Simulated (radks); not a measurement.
Polarisabilities and homonuclear dispersion coefficients (atomic units). Level of theory: non-relativistic Kohn-Sham, LDA (Slater exchange, Perdew-Wang correlation), spin-polarised, spherical densities, point nucleus; open shells are filled with parallel spins first (spin-orbit coupling, left out, can overturn this in heavy ions) (a radial shooting solver on a logarithmic mesh with Libxc functionals). Response by self-consistent Sternheimer equations with the Hartree and adiabatic LDA kernel. For heavy and open-shell atoms this level of theory can miss by tens of per cent. "Uncoupled" leaves out the induced potential. Quadrupole and octupole values are given only where no p, d or f shell is open. The Sternheimer factor gamma scales a distant field gradient at the nucleus by 1 - gamma.

[
 {"species": "Ar+", "configuration": "[Ne] 3s2 3p5", "alpha1 (bohr^3)": "7.097", "alpha1, uncoupled": "11.11", "alpha2 (bohr^5)": "-", "alpha3 (bohr^7)": "-", "C6": "32.08", "C8": "-", "Sternheimer gamma": "-", "recommended alpha1": "-"},
 {"species": "Li", "configuration": "[He] 2s1", "alpha1 (bohr^3)": "143.7", "alpha1, uncoupled": "165.6", "alpha2 (bohr^5)": "1716", "alpha3 (bohr^7)": "46520", "C6": "1143", "C8": "89220", "Sternheimer gamma": "0.834", "recommended alpha1": "164.113 +/- 0.0005"},
 {"species": "Ge+", "configuration": "[Ar] 3d10 4s2 4p1", "alpha1 (bohr^3)": "18.71", "alpha1, uncoupled": "29.98", "alpha2 (bohr^5)": "-", "alpha3 (bohr^7)": "-", "C6": "107.7", "C8": "-", "Sternheimer gamma": "-", "recommended alpha1": "-"},
 {"species": "F3+", "configuration": "[He] 2s2 2p2", "alpha1 (bohr^3)": "0.9338", "alpha1, uncoupled": "1.355", "alpha2 (bohr^5)": "-", "alpha3 (bohr^7)": "-", "C6": "0.8428", "C8": "-", "Sternheimer gamma": "-", "recommended alpha1": "-"},
 {"species": "Zr+", "configuration": "[Kr] 4d2 5s1", "alpha1 (bohr^3)": "56.94", "alpha1, uncoupled": "86.55", "alpha2 (bohr^5)": "-", "alpha3 (bohr^7)": "-", "C6": "474.8", "C8": "-", "Sternheimer gamma": "-", "recommended alpha1": "-"},
 {"species": "Ga", "configuration": "[Ar] 3d10 4s2 4p1", "alpha1 (bohr^3)": "59.33", "alpha1, uncoupled": "81.00", "alpha2 (bohr^5)": "-", "alpha3 (bohr^7)": "-", "C6": "491.9", "C8": "-", "Sternheimer gamma": "-", "recommended alpha1": "50 +/- 3"},
 {"species": "Rb3+", "configuration": "[Ar] 3d10 4s2 4p4", "alpha1 (bohr^3)": "5.058", "alpha1, uncoupled": "8.141", "alpha2 (bohr^5)": "-", "alpha3 (bohr^7)": "-", "C6": "20.70", "C8": "-", "Sternheimer gamma": "-", "recommended alpha1": "-"}
]

Recommended values: Schwerdtfeger and Nagle, table of static dipole polarisabilities (2023 update), measured or computed.

Beside tabulated values, note that relativity, absent from the non-relativistic runs, is large for the heavy elements.
